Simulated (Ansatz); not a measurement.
`C=[N][GeH3]` and `C=NO` differ in one atom or group.

Ansatz, PBE0-D4/def2-TZVP geometries, multiplicity 1. Each molecule was computed in one conformer, which needn't be the lowest.

Scalar relativity is left out up to krypton.

```
                                      property  `C=[N][GeH3]`
zero-point energy (PBE0-D4/def2-TZVP) / kJ/mol          140.3
            LUMO energy (PBE0/def2-TZVPP) / eV          -0.68
           HOMO–LUMO gap (PBE/def2-TZVPP) / eV           3.91
         HOMO energy (ωB97M-V/def2-TZVPP) / eV          -9.39
           LUMO energy (B3LYP/def2-TZVPP) / eV          -0.94
             LUMO energy (PBE/def2-TZVPP) / eV          -1.83
```

Task: Give the same properties after the change, and the shifts. (Estimate.)

Result: Ansatz gave: 
```
                                      property  `C=NO`  shift
zero-point energy (PBE0-D4/def2-TZVP) / kJ/mol   118.0  -22.3
            LUMO energy (PBE0/def2-TZVPP) / eV   -0.23   0.45
           HOMO–LUMO gap (PBE/def2-TZVPP) / eV    5.11   1.20
         HOMO energy (ωB97M-V/def2-TZVPP) / eV  -10.15  -0.76
           LUMO energy (B3LYP/def2-TZVPP) / eV   -0.54   0.40
             LUMO energy (PBE/def2-TZVPP) / eV   -1.32   0.51
```

With PBE0 the HOMO falls by 0.71 eV and the LUMO rises by 0.45 eV, so the gap widens by about 1.16 eV. PBE moves the HOMO by -0.68 eV and ωB97M-V by -0.76 eV. The zero-point energy changes by -22.3 kJ/mol with -6 modes.

B3LYP here is the variant with VWN-RPA as its local correlation; programs differ in this.
